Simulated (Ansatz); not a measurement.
`CCB(F)S` → `FBS` + `C=C` at 500 K and 1 bar (β-hydride elimination).

Calculated with Ansatz (gas phase, PBE0-D4/def2-TZVP geometries, no zero-point term in ΔE). CBS: MP2 limit from def2 TZ/QZ plus the TZ coupled-cluster correction, frozen cores. This one scheme is used for every species. One conformer a species, not always the lowest.

```tsv
species	CCSD(T)/CBS energy (Eh)	H − E (kJ/mol)	S (J/(mol·K))
`CCB(F)S`	-602.17930	260.7	405.2
`FBS`	-523.64132	91.2	300.8
`C=C`	-78.48111	155.1	245.3
```

H − E and S are ideal-gas, rigid-rotor, harmonic terms from PBE0-D4/def2-TZVP, for one conformer and one mirror image of each species. 1 Eh = 2625.50 kJ/mol, R = 8.31446 J/(mol·K).

Question: By hand: ΔE, ΔH, ΔS and ΔG.

Answer: ΔE = (-523.64132) + (-78.48111) − (-602.17930) = 0.05687 Eh = 149.3 kJ/mol. Δ(H − E) = 91.2 + 155.1 − 260.7 = -14.4, so ΔH = 134.9 kJ/mol. ΔS = 300.8 + 245.3 − 405.2 = 140.9 J/(mol·K). ΔG = 134.9 − 500 × (140.9)/1000 = 64.5 kJ/mol.

Question: By hand: the equilibrium constant, and the temperature at which ΔG would vanish if ΔH and ΔS stayed fixed.

Answer: log₁₀ K = −ΔG/(RT ln 10) = -6.7. ΔG = 0 at ΔH/ΔS = 957 K.

The number of gas molecules changes by +1, which sets the sign of ΔS. A doubt of 5 kJ/mol in ΔE shifts log₁₀ K by 0.5 here. Other conformers and mirror images would add mixing entropy, several J/(mol·K) or more a flexible species. Modes under 60 cm⁻¹, often nearly free rotors, make the harmonic entropy too high. These are equilibria of isolated gas molecules and say nothing of rates. Largest T1 diagnostic: 0.014 (customary marks: 0.02 for closed shells, 0.045 for open ones).
